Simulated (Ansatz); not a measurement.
Ansatz (a first-principles code) input for Al(Cl)(Br)(vinyl) (C2H3AlBrCl), SMILES C=[CH][Al]([Cl])[Br], PBE0-D3(BJ)/def2-SVP. 

Ansatz 0.2 input:
```yaml
crystal:
  periodic: [false, false, false]
  atoms:
    - {symbol: Al, position_ang: [-0.17589377, -0.63587627, -0.00000000]}
    - {symbol: Cl, position_ang: [1.22796890, -2.21130468, 0.00000000]}
    - {symbol: Br, position_ang: [0.59880484, 1.49323439, 0.00000000]}
    - {symbol: C, position_ang: [-2.08400494, -0.96003327, -0.00000000]}
    - {symbol: C, position_ang: [-2.97415886, 0.05779004, 0.00000000]}
    - {symbol: H, position_ang: [-2.47817454, -1.99398476, 0.00000000]}
    - {symbol: H, position_ang: [-4.06657444, -0.11239494, 0.00000000]}
    - {symbol: H, position_ang: [-2.65329002, 1.11520672, -0.00000001]}
basis:
  gaussian:
    orbitals: def2-SVP
hamiltonian:
  xc: pbe0
  dispersion: d3bj
relax: {f_tol: 0.002, max_steps: 200}
```

It prints:

```
WARN ansatz: RAYON_NUM_THREADS=1 ignored (pool sized by the plan → 1); use --threads N
Functional definition: PBE0
integrals: 0.06 GiB planned
1168 factors; integrals over basis functions are off by at most 3.9e-4 eV
mean field: 0.60 GiB planned
mean field evaluation 1: about -91253.7442 eV, gradient 4.0e1 eV
mean field evaluation 2: about -91251.2988 eV, gradient 4.9e1 eV
mean field evaluation 4: about -91258.1465 eV, gradient 1.8e0 eV
mean field evaluation 8: about -91258.1690 eV, gradient 2.8e-1 eV
mean field evaluation 16: about -91258.1692 eV, gradient 4.0e-5 eV
mean field -91258.16916973 eV, -3353.6758599788 hartree, gradient 4.0e-5 eV, S^2 0.000000; 0 other end points of the search recorded, 0 dependent functions left out
the calculation of the forces begins
reference -91258.16919738 eV, -3353.6758609949 hartree; 40, 40 occupied and 71, 71 virtual orbitals, 1168 factors
relax step   1: F+E_penalty+E_count = -91258.36707018 eV  Δ(F+E_penalty+E_count) = +0.000e0 eV  max|allowed force component| = 2.873e-1 eV/Å  Δτ_max = 0.0000 Å  (29 SCF iters, accepted)
these checks for a lower state are left out or cut short: starts, cluster_reference, orbital_swaps, neighbouring_geometries, increment
integrals: 0.06 GiB planned
1168 factors; integrals over basis functions are off by at most 3.7e-4 eV
mean field: 0.60 GiB planned
mean field -91258.17923077 eV, -3353.6762297151 hartree, gradient 9.7e-6 eV, S^2 0.000000; 0 other end points of the search recorded, 0 dependent functions left out
the calculation of the forces begins
reference -91258.17925830 eV, -3353.6762307271 hartree; 40, 40 occupied and 71, 71 virtual orbitals, 1168 factors
relax step   2: F+E_penalty+E_count = -91258.37836661 eV  Δ(F+E_penalty+E_count) = -1.130e-2 eV  max|allowed force component| = 7.018e-2 eV/Å  Δτ_max = 0.0196 Å  (32 SCF iters, accepted)
these checks for a lower state are left out or cut short: starts, cluster_reference, orbital_swaps, neighbouring_geometries, increment
integrals: 0.06 GiB planned
1168 factors; integrals over basis functions are off by at most 3.7e-4 eV
mean field: 0.60 GiB planned
mean field evaluation 32: about -91258.1794 eV, gradient 1.6e-5 eV
mean field -91258.17941280 eV, -3353.6762364047 hartree, gradient 1.6e-5 eV, S^2 0.000000; 0 other end points of the search recorded, 0 dependent functions left out
the calculation of the forces begins
reference -91258.17944032 eV, -3353.6762374160 hartree; 40, 40 occupied and 71, 71 virtual orbitals, 1168 factors
relax step   3: F+E_penalty+E_count = -91258.37879177 eV  Δ(F+E_penalty+E_count) = -4.252e-4 eV  max|allowed force component| = 1.520e-2 eV/Å  Δτ_max = 0.0052 Å  (25 SCF iters, accepted)
these checks for a lower state are left out or cut short: starts, cluster_reference, orbital_swaps, neighbouring_geometries, increment
integrals: 0.06 GiB planned
1168 factors; integrals over basis functions are off by at most 3.7e-4 eV
mean field: 0.60 GiB planned
mean field -91258.17940256 eV, -3353.6762360282 hartree, gradient 2.0e-5 eV, S^2 0.000000; 0 other end points of the search recorded, 0 dependent functions left out
the calculation of the forces begins
reference -91258.17943008 eV, -3353.6762370396 hartree; 40, 40 occupied and 71, 71 virtual orbitals, 1168 factors
relax step   4: F+E_penalty+E_count = -91258.37879973 eV  Δ(F+E_penalty+E_count) = -7.955e-6 eV  max|allowed force component| = 4.474e-3 eV/Å  Δτ_max = 0.0008 Å  (21 SCF iters, accepted)
these checks for a lower state are left out or cut short: starts, cluster_reference, orbital_swaps, neighbouring_geometries, increment
integrals: 0.06 GiB planned
1168 factors; integrals over basis functions are off by at most 3.7e-4 eV
mean field: 0.60 GiB planned
mean field -91258.17938456 eV, -3353.6762353669 hartree, gradient 2.5e-5 eV, S^2 0.000000; 0 other end points of the search recorded, 0 dependent functions left out
the calculation of the forces begins
reference -91258.17941208 eV, -3353.6762363784 hartree; 40, 40 occupied and 71, 71 virtual orbitals, 1168 factors
relax step   5: F+E_penalty+E_count = -91258.37880333 eV  Δ(F+E_penalty+E_count) = -3.607e-6 eV  max|allowed force component| = 1.751e-3 eV/Å  Δτ_max = 0.0014 Å  (21 SCF iters, accepted)
integrals: 0.06 GiB planned
1168 factors; integrals over basis functions are off by at most 3.7e-4 eV
mean field: 0.60 GiB planned
mean field -91258.17938456 eV, -3353.6762353669 hartree, gradient 2.5e-5 eV, S^2 0.000000; 1 other end points of the search recorded, 0 dependent functions left out
the calculation of the forces begins
reference -91258.17941208 eV, -3353.6762363784 hartree; 40, 40 occupied and 71, 71 virtual orbitals, 1168 factors
Total energy: -91258.37883086 eV, -3353.6835648832 hartree
Atom 0 at    -0.186031    -0.635538     0.000000 Å, force     0.001482     0.000842    -0.000000 eV/Å
Atom 1 at     1.214956    -2.194364    -0.000000 Å, force    -0.000018     0.000206    -0.000000 eV/Å
Atom 2 at     0.581658     1.479060     0.000000 Å, force    -0.000187    -0.000231     0.000000 eV/Å
Atom 3 at    -2.082495    -0.959151     0.000000 Å, force    -0.001751    -0.001603     0.000000 eV/Å
Atom 4 at    -2.962911     0.054030     0.000000 Å, force     0.000234     0.000675     0.000000 eV/Å
Atom 5 at    -2.480543    -1.982758     0.000000 Å, force    -0.000120     0.000184     0.000000 eV/Å
Atom 6 at    -4.047604    -0.111719     0.000000 Å, force     0.000026    -0.000056    -0.000000 eV/Å
Atom 7 at    -2.642353     1.103077    -0.000000 Å, force     0.000334    -0.000016    -0.000000 eV/Å
Dipole moment:    -0.452919    -0.020443     0.000000 e Å
```

The run converged.

Cost: about 50 core-seconds (a rough figure).
